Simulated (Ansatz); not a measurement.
Saddle point of BH$_{5}$O$_{3}$, singlet (BH₃O₂ ([OH][BH][OH]) + H₂O → BH₃O₃ ([OH][B]([OH])[OH]) + H₂; bonds formed: B1–O6, H2–H5; bonds broken: B1–H2, H5–O6), PBE0-D4/def2-TZVP structure:

```
9
angstrom
B -0.1637 0.0087 0.1560
H -0.4131 1.3123 -0.3333
O -1.2910 -0.7846 0.0569
O 0.4852 0.0840 1.3788
H 0.3922 0.9016 -0.9077
O 0.9055 -0.1763 -1.0057
H -1.6440 -0.8585 -0.8301
H -0.0511 -0.2876 2.0817
H 1.7800 -0.1996 -0.5966
```

Energies are electronic, without zero-point energy. Barriers and step energies count from the start structure reached by relaxing down the imaginary mode; all methods use the PBE0-D4 structures, on which another method's saddle can fall below an end. Program: Ansatz 0.2.0. Basis: def2-TZVPP, with def2-QZVPP for the basis limit. Cores are frozen in the correlated methods. B3LYP uses VWN-RPA correlation. Extrapolation: Hartree–Fock as exp(−7.88 √X), correlation as X^−2.97.

```csv
method,barrier (eV),step energy (eV)
SPW92,0.826,-0.919
PBE-D4,1.243,-0.868
BLYP-D4,1.485,-0.885
r2SCAN-D4,1.295,-0.968
B97M-V,?,-0.967
PBE0-D4,?,-0.889
B3LYP-D4,1.559,-0.900
r2SCAN0-D4,1.395,-0.964
BHLYP-D4,1.712,-0.924
CAM-B3LYP-D4,?,-0.910
wB97X-V,1.503,-0.903
wB97M-V,1.476,-0.918
B2PLYP,1.596,-0.891
PBE-QIDH,1.469,-0.912
RPA on PBE,1.581,-0.873
HF,2.202,-0.928
MP2,1.512,-0.924
CCSD,1.666,-0.896
CCSD(T),1.567,-0.903
```

Task: Fill in the withheld barriers. (Judge from chemistry; the value comes from the calculation.)

Result: By the calculation: B97M-V 1.425; PBE0-D4 1.369; CAM-B3LYP-D4 1.539 eV. Each is the energy of the saddle less that of the start structure, by the same method.

For comparison, the barrier by CCSD(T) at an estimated basis limit (MP2 extrapolated from triple and quadruple zeta, plus CCSD(T) − MP2 in triple zeta) is 1.615 eV.

T1 diagnostic: at most 0.013.

The step is the kind of ligand exchange by which a precursor binds to a hydroxyl group, or is hydrolysed, in atomic layer deposition of oxides.

Labels in which every atom is bracketed show which atoms are joined, not bond orders.

For scale, one of the runs: CCSD(T)/def2-TZVPP, 194 basis functions, launched by `ansatz run in.yaml --threads 4 --pin off --events-out ev --progress --plain --max-ram 9574MiB`. Time: 31 s of wall clock on 4 CPU threads of an Intel Xeon Platinum 8259CL; the host was shared. Peak host memory: 2.5 GiB.
